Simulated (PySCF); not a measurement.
GaH2, SMILES [GaH2-] (connectivity only; charge and spin as stated), charge -1, multiplicity 1.

Geometry optimised at PBE0-D3(BJ)/def2-TZVPD.

Calculation: B3LYP/def2-TZVPD in PySCF.

Symmetry labels are those of the subgroup C2v that the program uses (full group C2v).

Task: List the valence orbital energies around the gap with their symmetry. (An estimate is asked for; the answer gives what the named calculation found.)

Result: 
```
orbital  symmetry  energy (eV)
-------  --------  -----------
HOMO−7         A1       -15.87
HOMO−6         A2       -15.80
HOMO−5         B1       -15.75
HOMO−4         B2       -15.65
HOMO−3         A1       -15.56
HOMO−2         A1        -5.24
HOMO−1         B2        -1.40
HOMO           A1         0.63
LUMO           B1         3.50
LUMO+1         A1         4.21
LUMO+2         B2         5.27
LUMO+3         A1         5.68
```
